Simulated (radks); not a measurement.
The numbers below are computed, except where a source is named.
Initial-state core-level shifts of neutral ruthenium when its valence configuration changes from [Kr] 4d7 5s1. Level of theory: scalar-relativistic Kohn-Sham, PBE, spin-polarised, spherical densities, finite nucleus; open shells are filled with parallel spins first (spin-orbit coupling, left out, can overturn this in heavy ions); Fermi nuclear charge, rms radius 4.4809 fm (a radial shooting solver on a logarithmic mesh with Libxc functionals). Shifts are changes of the shell-averaged eigenvalues in eV (positive: less bound); the change of the density at the nucleus, which sets a Mossbauer isomer shift, is in e/bohr^3, on a base of 1.125e+05.

| valence | 2s | 2p | 3d | 4s | density at nucleus |
|---|---|---|---|---|---|
| 4d7 5s0.5 5p0.5 | -0.775 | -0.776 | -0.784 | -0.816 | -6.77 |
| 4d7.5 5p0.5 | +0.664 | +0.656 | +0.647 | +0.513 | -14.65 |
| 4d8 | +2.722 | +2.710 | +2.713 | +2.555 | -15.01 |
| 4d6 5s1 5p1 | -4.828 | -4.813 | -4.806 | -4.529 | +5.14 |
| 4d6 5s2 | -3.619 | -3.605 | -3.588 | -3.312 | +17.35 |
| 4d7.5 5s0.5 | +1.447 | +1.440 | +1.440 | +1.344 | -8.13 |
| 4d5 5s1 5p2 | -10.026 | -9.989 | -9.939 | -9.143 | +11.37 |
| 4d7 5p1 | -1.484 | -1.486 | -1.504 | -1.564 | -14.00 |
| 4d5.5 5s1 5p1.5 | -7.377 | -7.352 | -7.328 | -6.824 | +8.11 |
